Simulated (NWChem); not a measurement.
CH₅BOS; SMILES CB(O)S

```xyz
9

B     -0.0932    -0.4145    -0.0040
C      1.1538    -1.3853    -0.0009
H      1.0901    -2.1107    -0.8240
H      1.1842    -1.9673     0.9313
H      2.1131    -0.8668    -0.0921
O     -1.3862    -0.8565     0.0001
H     -1.4376    -1.8245    -0.0005
S      0.1718     1.3958    -0.0024
H     -1.1288     1.7608     0.0090
```
Atoms are numbered in this order, from 1.

All runs: NWChem. Geometry optimised at B3LYP/6-31G*; all other runs use it. Pople sets run with spherical d functions.

```csv
quantity,level,value
"vertical, lowest state with f > 0.02, singlet (eV)","Hartree-Fock/6-31G*, TDHF",[?]
highest occupied level (eV),LC-BLYP (range parameter 0.33 per bohr)/def2-TZVP,[?]
"charge (e), ESP O6",Hartree-Fock/6-31G*,-0.76
isotropic polarisability (bohr³) at 589 nm,PBE0/6-31+G*,49.5
dipole (D),B3LYP/6-31G*,2.51
highest harmonic frequency (cm⁻¹),B3LYP/6-31G*,[?]
```

Task: Some entries are withheld; supply them.

Result: 
- vertical, lowest state with f > 0.02, singlet (eV), value: 8.51
- highest occupied level (eV), value: -9.77
- highest harmonic frequency (cm⁻¹), value: 3752
